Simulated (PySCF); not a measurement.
## Electron correlation in F (fluorine, neutral)

[He] 2s2 2p5, 2P determinant. Calculation: PySCF 2.14, in cc-pVDZ (3s2p1d, 14 functions); no relativity, point nucleus. Frozen: 1s2; 7 electrons correlated.

MP2 pair energies summed by pair of shells (mhartree):

| pair | energy | share (%) |
| --- | --- | --- |
| 2p-2p | -90.32 | 64.2 |
| 2s-2p | -42.69 | 30.4 |
| 2s-2s | -7.60 | 5.4 |

Total MP2 correlation energy: -140.60 mhartree.

Same-spin part -35.73 and opposite-spin part -104.87 mhartree; SCS-MP2 scales them by 1/3 and 6/5 to -137.75 mhartree.

```json
{"level": "CCSD", "correlation energy (mhartree)": "-151.45"}
{"level": "(T)", "correlation energy (mhartree)": "-0.88"}
{"level": "CCSD(T)", "correlation energy (mhartree)": "-152.33"}
```

Diagnostics: T1 = 0.0027, D1 = 0.0050, largest double amplitude 0.048.

Cost of the coupled-cluster step: 0.16 s of wall time on 1 thread of Neoverse-N1 (shared host), for 7 correlated electrons.

Iterations:

```
CC2 = 0
CCSD nocc = (np.int64(4), np.int64(3)), nmo = (13, 13)
frozen orbitals [[0], [0]]
max_cycle = 100
direct = 0
conv_tol = 1e-08
conv_tol_normt = 1e-06
diis_space = 8
diis_start_cycle = 0
Init t2, MP2 energy = -0.140600024549335
Init E_corr(UCCSD) = -0.140600024565256
cycle = 1  E_corr(UCCSD) = -0.149319703643275  dE = -0.00871967908  norm(t1,t2) = 0.0186347
cycle = 2  E_corr(UCCSD) = -0.150864872778299  dE = -0.00154516914  norm(t1,t2) = 0.00535794
cycle = 3  E_corr(UCCSD) = -0.151465690536707  dE = -0.000600817758  norm(t1,t2) = 0.00222332
cycle = 4  E_corr(UCCSD) = -0.151448588973475  dE = 1.71015632e-05  norm(t1,t2) = 0.000540578
cycle = 5  E_corr(UCCSD) = -0.151448003782587  dE = 5.85190887e-07  norm(t1,t2) = 8.89101e-05
cycle = 6  E_corr(UCCSD) = -0.151449623285262  dE = -1.61950268e-06  norm(t1,t2) = 1.59504e-05
cycle = 7  E_corr(UCCSD) = -0.151449550316511  dE = 7.29687515e-08  norm(t1,t2) = 2.01963e-06
cycle = 8  E_corr(UCCSD) = -0.151449569984069  dE = -1.96675582e-08  norm(t1,t2) = 4.13614e-07
cycle = 9  E_corr(UCCSD) = -0.151449569493209  dE = 4.90860658e-10  norm(t1,t2) = 6.50625e-08
UCCSD converged
E(UCCSD) = -99.52668987259419  E_corr = -0.1514495694932086
UCCSD(T) correction = -0.000884215005219399
```
